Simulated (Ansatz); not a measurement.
Reaction (formal exchange of groups at the Al–O bond): `[NH2][Al]([OH])[SiH3]` + `C[SiH3]` → `[NH2][Al]([SiH3])[CH2][SiH3]` + H₂O

Program: Ansatz. Geometries: PBE0-D4/def2-TZVP. ΔE: electronic, gas phase. CBS: MP2 limit from def2 TZ/QZ plus the TZ coupled-cluster correction, frozen cores. This one scheme is used for every species. Functionals use def2-TZVPP. One conformer a species, not always the lowest.

```csv
level,ΔE (eV)
PBE-D4,1.19
PBE0-D4,1.20
B2PLYP,1.38
MP2/def2-TZVPP,1.28
SCS-MP2/def2-TZVPP,1.33
MP2/def2-QZVPP,1.28
MP2/CBS(def2),1.26
CCSD/CBS(def2),1.29
```

**Question.** What does CCSD(T)/CBS give? (Best estimate.)

**Answer.** Ansatz gave: +1.25 eV. The listed levels differ from it by -0.06, -0.05, 0.13, 0.03, 0.08, 0.03, 0.01, 0.04 eV.

Largest T1 diagnostic among the species: 0.013.

The D4 term adds −0.10 eV with B3LYP and −0.06 eV with PBE0; it sums over pairs of atoms, weighted by their polarisabilities, and B3LYP, whose exchange is more repulsive, gets the larger term. In def2-TZVPP, CCSD(T) changes the Hartree–Fock value by −0.22 eV (the triples alone add −0.04 eV) and MP2 by −0.21 eV.

B3LYP here is the variant with VWN-RPA as its local correlation; programs differ in this.
